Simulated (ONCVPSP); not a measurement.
**Ca (Z = 20), ONCV: configuration errors across variants**

- Element: calcium
- Generator: ONCVPSP 4.0.1
- Type: optimised norm-conserving Vanderbilt (ONCV)
- Functional: PBE
- Relativity: scalar-relativistic
- Frozen core: [Ar]
- Valence charge: 2
- Reference configuration: 4s1.75 4p0.25
- Partial waves: 4s: rc 3.35 bohr, ncon 4, nbas 7, qcut 2.2 1/bohr, local; 4p: rc 3.35 bohr, ncon 4, nbas 7, qcut 2 1/bohr, 2 projectors, debl 3.8 Ha; d scattering state at 0.16 Ha: rc 3.60 bohr, ncon 5, nbas 9, qcut 2.8 1/bohr, 3 projectors, debl 4 Ha
- Local potential: the s channel
- Core correction: Teter function, fcfact 5.5, rcfact 1.3

In the d channel the program set the typed energies aside and used -0.082, 3.918, 7.918 Ha.

All-electron excitation energies from the reference (eV): (1) 4s2 4p0 -0.594; (2) 4s1 4p0 5.715; (3) 4s1.5 4p0 1.909; (4) 4s0 4p2 4.357.

1 further variants failed, have other tests or too few solved ones, and are left out.

A true bound ghost makes a file unfit for plane-wave use even where its test errors are small: the radial tests pick states by their node count and pass the ghost by.

Errors AE − PS in meV (a dash: test not solved or not reliable):

| change | (1) | (2) | (3) | (4) | bound ghosts | GHOST(+) flags above zero |
| --- | --- | --- | --- | --- | --- | --- |
| base | -0.2 | -2.0 | -0.1 | -7.7 | p | p |
| all radii but the core radius scaled by about 0.85 (s 2.84, p 2.84, d 3.06 bohr) | -0.1 | -2.4 | -0.2 | +8.6 | none | d |
| all radii but the core radius scaled by about 0.91 (s 3.06, p 3.06, d 3.28 bohr) | -0.2 | -2.2 | -0.2 | +4.1 | none | none |
| all radii but the core radius scaled by about 1.07 (s 3.58, p 3.58, d 3.84 bohr) | -0.3 | -1.8 | -0.1 | -9.6 | none | p, d |
| all radii but the core radius scaled by about 1.13 (s 3.80, p 3.80, d 4.08 bohr) | -0.3 | -1.6 | 0.0 | -13 | none | d |
| all radii but the core radius scaled by about 1.19 (s 4.00, p 4.00, d 4.30 bohr) | -0.3 | -2.0 | +0.1 | -18 | none | p, d |
| all radii but the core radius scaled by about 1.32 (s 4.44, p 4.44, d 4.76 bohr) | -0.5 | -1.6 | +0.4 | -29 | none | p, d |

(1) Give the same row for: all radii but the core radius scaled by about 1.27 (s 4.24, p 4.24, d 4.56 bohr).

Results:

(1) -0.4, -1.8, +0.2, -23; bound ghosts: none; GHOST(+) flags above zero: p, d.
